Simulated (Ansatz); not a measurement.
`[SiH3][GeH2][GeH2][GeH3]` + H–F → `[F][GeH2][SiH3]` + digermane at 500 K and 1 bar (cleavage of the Ge–Ge bond).

Computed with Ansatz on PBE0-D4/def2-TZVP structures; ΔE is electronic, products minus reactants. CCSD(T)/CBS adds triple-zeta CCSD(T) − MP2 to the extrapolated MP2 energy (def2 sets, frozen cores). This one scheme is used for every species. For Ge outer-core shells are correlated without core-valence functions, which leaves a few kJ/mol of doubt a bond. Scalar relativity is left out up to krypton. One conformer a species, not always the lowest.

| species | CCSD(T)/CBS energy (Eh) | H − E (kJ/mol) | S (J/(mol·K)) |
| --- | --- | --- | --- |
| `[SiH3][GeH2][GeH2][GeH3]` | -6523.43556 | 279.2 | 553.9 |
| H–F | -100.39570 | 39.4 | 188.7 |
| `[F][GeH2][SiH3]` | -2468.01111 | 151.6 | 380.4 |
| `[GeH3][GeH3]` | -4155.81928 | 158.3 | 351.1 |

H − E and S are ideal-gas, rigid-rotor, harmonic terms from PBE0-D4/def2-TZVP, for one conformer and one mirror image of each species. 1 Eh = 2625.50 kJ/mol, R = 8.31446 J/(mol·K).

Task: By hand: ΔE, ΔH, ΔS and ΔG.

Result: ΔE = (-2468.01111) + (-4155.81928) − (-6523.43556) − (-100.39570) = 0.00087 Eh = 2.3 kJ/mol. Δ(H − E) = 151.6 + 158.3 − 279.2 − 39.4 = -8.7, so ΔH = -6.4 kJ/mol. ΔS = 380.4 + 351.1 − 553.9 − 188.7 = -11.1 J/(mol·K). ΔG = -6.4 − 500 × (-11.1)/1000 = -0.9 kJ/mol.

Task: By hand: the equilibrium constant, and the temperature at which ΔG would vanish if ΔH and ΔS stayed fixed.

Result: log₁₀ K = −ΔG/(RT ln 10) = 0.1. ΔG = 0 at ΔH/ΔS = 577 K, though so small a ΔH makes that figure unsure.

TΔS isn't small against ΔH here. The sign of ΔG lies within the doubt. A doubt of 5 kJ/mol in ΔE shifts log₁₀ K by 0.5 here. Other conformers and mirror images would add mixing entropy, several J/(mol·K) or more a flexible species. Modes under 60 cm⁻¹, often nearly free rotors, make the harmonic entropy too high. These are equilibria of isolated gas molecules and say nothing of rates. Largest T1 diagnostic: 0.012 (customary marks: 0.02 for closed shells, 0.045 for open ones).
